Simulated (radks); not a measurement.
Task: Re4+, 71 electrons, occupied as [Xe] 4f14 5d3 (the NIST ground configuration). Calculated with a radial shooting solver on a logarithmic mesh with Libxc functionals: Dirac Kohn-Sham, PBEsol, spin-unpolarised, spherical densities, point nucleus; open shells fill j = l - 1/2 first. Some entries of the table are withheld. Estimate them.

orbital  occ.  eigenvalue (eV)  <r^2> (bohr^2)
1s1/2       2        -71581.65       0.0004480
2s1/2       2        -12439.15        0.006819
2p1/2       2        -11904.10        0.004861
2p3/2       4        -10465.06        0.006059
3s1/2       2        -2913.542             (1)
3p1/2       2        -2674.906         0.04077
3p3/2       4        -2362.419         0.04733
3d3/2       4              (2)         0.03660
3d5/2       6              (3)         0.03840
4s1/2       2        -642.7518          0.2193
4p1/2       2        -543.2638          0.2257
4p3/2       4        -470.2698          0.2607
4d3/2       4        -307.0128             (4)
4d5/2       6        -293.5265             (5)
5s1/2       2        -128.9444           1.189
5p1/2       2         -98.5272           1.418
4f5/2       6              (6)          0.4088
5p3/2       4         -87.1349           1.660
4f7/2       8              (7)          0.4215
5d3/2       3         -46.3307           2.849
5d5/2       0         -45.0906           2.985

Result: 
(1) 3s1/2 <r^2> (bohr^2): 0.04449
(2) 3d3/2 eigenvalue (eV): -1961.863
(3) 3d5/2 eigenvalue (eV): -1894.017
(4) 4d3/2 <r^2> (bohr^2): 0.2823
(5) 4d5/2 <r^2> (bohr^2): 0.2953
(6) 4f5/2 eigenvalue (eV): -87.9165
(7) 4f7/2 eigenvalue (eV): -85.3971
